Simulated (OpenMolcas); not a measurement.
# Levels of Mn IV by method

```yaml
Program: OpenMolcas 26.06
Basis: ANO-R2 [7s4p4d2f1g]
Scalar_Hamiltonian: X2C, finite nucleus
Active_space: 10 electrons in 8 orbitals (RAS1 3p, at most 2 holes; RAS2 3d)
State_averaging: 2S+1 = 5 even, 5 roots; 2S+1 = 3 even, 45 roots; 2S+1 = 1 even, 44 roots
Spin-orbit_coupling: state interaction with AMFI integrals over the reference wave functions, term energies averaged over their components
```

Methods on the same reference wave functions:
A. RASSCF
B. SS-RASPT2, IPEA 0.25 Eh, imaginary shift 0.1 Eh (closed shells correlated: 3s)
C. MS-RASPT2, IPEA 0.25 Eh, imaginary shift 0.1 Eh (closed shells correlated: 3s)

Energies in cm⁻¹ above 3d⁴ ⁵D₀, the measured ground level; measured values from Corliss and Sugar, J. Phys. Chem. Ref. Data 6, 1253 (1977).

```tsv
Level	A	B	C	Measured
3d⁴ ⁵D₀	0.0	0.0	0.0	0.0
3d⁴ ⁵D₁	104	105	104	99.0
3d⁴ ⁵D₂	308	308	308	287
3d⁴ ⁵D₃	602	602	601	552
3d⁴ ⁵D₄	976	975	975	886
3d⁴ ³P₀(1)	22194	21280	21270	20654
3d⁴ ³P₁(1)	22812	21910	21890	21279
3d⁴ ³P₂(1)	23910	23000	22980	22325
3d⁴ ³H₄	25640	21760	21760	21281
3d⁴ ³H₅	25870	21980	21980	21475
3d⁴ ³F₂(1)	25958	23560	23550	22791
3d⁴ ³F₃(1)	26075	23650	23630	22862
3d⁴ ³H₆	26119	22230	22230	21679
3d⁴ ³F₄(1)	26227	23780	23750	22959
3d⁴ ³G₃	30449	26340	26340	25440
3d⁴ ³G₄	30712	26610	26600	25671
3d⁴ ³G₅	30968	26830	26830	25878
3d⁴ ¹G₄(1)	36355	32530	32510	
3d⁴ ³D₃	37324	32780	32780	31385
3d⁴ ³D₂	37395	32870	32870	31474
3d⁴ ³D₁	37493	32950	32950	31581
3d⁴ ¹I₆	38567	32700	32700	
3d⁴ ¹S₀	38930	35580	35570	
3d⁴ ¹D₂	43676	40990	40990
```

Deviations, from unrounded energies. A percentage is the sum of absolute deviations over the sum of measured energies, with the sign that they share, or ± where signs differ.

```json
{"Against measurement": "mean absolute deviation (cm-1)", "Levels": "19", "A": "3200", "B": "680", "C": "680"}
{"Against measurement": "fine structure of the ground term (%)", "Levels": "4", "A": "+9.1", "B": "+9.1", "C": "+9.0"}
{"Against measurement": "other terms of the ground configuration (%)", "Levels": "15", "A": "+16.4", "B": "+3.5", "C": "+3.4"}
```

B, C lie about equally close to measurement and A furthest from it. The largest miss of C in the table is 3d⁴ ³D₃, by +1400 cm-1. The ranking rests on the paired levels alone, and a cruder setting can come out closer through cancelling errors.

Between B and C the level of the table that moves most is 3d⁴ ³F₄(1), by 38 cm-1 (lowest in C, highest in B). Moves below CASPT2's spread within the term are not significant.

The two smallest mean deviations differ by little beside CASPT2's spread within terms, so their order carries little weight.

From A to B the spin-free energies of the other terms of 3d⁴ shown, above ⁵D, scale by factors of 0.85 to 0.96, as is usual when dynamic correlation screens the repulsion within a d or f shell.

The lowest spin-free term lies below A's lowest term by 0.327 hartree in B, 0.327 hartree in C.

Term energies are means over components that CASPT2 splits; among the terms shown or strongly mixed into the levels shown the widest spread is 1300 cm-1 (3d⁴ ¹I, C). Active for correlation alone: 3p; no level in the range computed is led by a configuration that opens it, so any true level of that kind is missing. Without dynamic correlation excited terms often stand tens of per cent too high (terms of higher spin than the ground term too low), and those without a measured partner can miss by more than the paired ones (holds for A). The CASPT2 spread within a term exceeds the gap to the next term for 3d⁴ ³H and 3d⁴ ³P(1), 3d⁴ ¹G(1) and 3d⁴ ¹I, 3d⁴ ¹I and 3d⁴ ³D, so the order of their levels is uncertain (holds for C). Computed and measured levels are paired by configuration, term and J; levels that our copy of the source lacks, or whose pairing is in doubt (as where it misses far off the trend of its configuration), stay unpaired and out of the deviations. Only configurations of the active space appear. The table leaves out levels that lie high or whose names do not pair safely across all columns.

A number in round brackets counts repeated terms of one configuration in the order of the reference energies.
